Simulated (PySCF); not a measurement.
**A series of derivatives of C=C([SiH2]N)N(C)C**

Parent skeleton `[CH2:1]=[C:2]([SiH2:3][NH2:4])[N:5]([CH3:6])[CH3:7]`; one hydrogen on atom 6 is replaced by X. Hydrogens on one atom are averaged.

[PySCF: geometry: GFN2-xTB; PBE0/pcSseg-1 with gauge-including orbitals; non-relativistic; single conformer; no solvent; rapidly exchanging positions averaged]

Chemical shifts δ = σref − σ; TMS for ¹³C (σ = 186.93 ppm) and ²⁹Si (σ = 349.16 ppm) and ¹H (σ = 31.72 ppm); ¹⁵N (σ = 267.73 ppm) against NH3, all at this level.

Parent (X = H): C1 101.7, C2 157.0, Si3 -35.2, N4 8.5, N5 85.3, C6 42.7, C7 42.7, H(C1) 4.44, H(Si3) 5.08 ppm. Effects are Δδ = δ(X) − δ(H), positive for deshielding.

Q: Give Δδ (ppm) for X = propynyl, ethynyl, C2H5, CHF2, CH2SiH3, CH2NH2, CH3.

A: 
| X | SMILES | C1 | C2 | Si3 | N4 | N5 | C6 | C7 | H(C1) | H(Si3) |
| --- | --- | --- | --- | --- | --- | --- | --- | --- | --- | --- |
| propynyl | C=C([SiH2]N)N(C)CC#CC | -7.5 | +2.8 | -3.2 | +10.0 | +1.7 | +2.3 | -5.4 | -0.34 | -0.22 |
| ethynyl | C#CCN(C)C(=C)[SiH2]N | -6.2 | -2.7 | -11.7 | -3.2 | +2.9 | +3.3 | -5.6 | +0.09 | +0.12 |
| C2H5 | C=C([SiH2]N)N(C)CCC | -3.7 | -3.1 | +3.1 | +2.9 | +8.6 | +14.5 | -1.0 | -0.13 | -0.05 |
| CHF2 | C=C([SiH2]N)N(C)CC(F)F | +3.3 | +0.4 | +1.6 | +4.5 | +0.8 | +19.3 | -2.3 | +0.15 | +0.09 |
| CH2SiH3 | C=C([SiH2]N)N(C)CC[SiH3] | -7.5 | -1.0 | -10.3 | +1.7 | +9.5 | +9.4 | -1.6 | -0.25 | -0.08 |
| CH2NH2 | C=C([SiH2]N)N(C)CCN | -2.8 | +4.6 | +2.0 | +7.3 | +5.3 | +16.3 | -4.6 | -0.11 | +0.17 |
| CH3 | C=C([SiH2]N)N(C)CC | -4.5 | -0.6 | +0.1 | +3.4 | +9.5 | +9.6 | -5.9 | -0.16 | +0.06 |

Q: Which position responds most, and to which substituents?

A: C6: from +2.3 ppm with propynyl to +19.3 ppm with CHF2.

Experimental scales use liquid or dissolved standards, which lie at an offset from isolated NH3 (liquid NH3: subtract about 20 ppm).
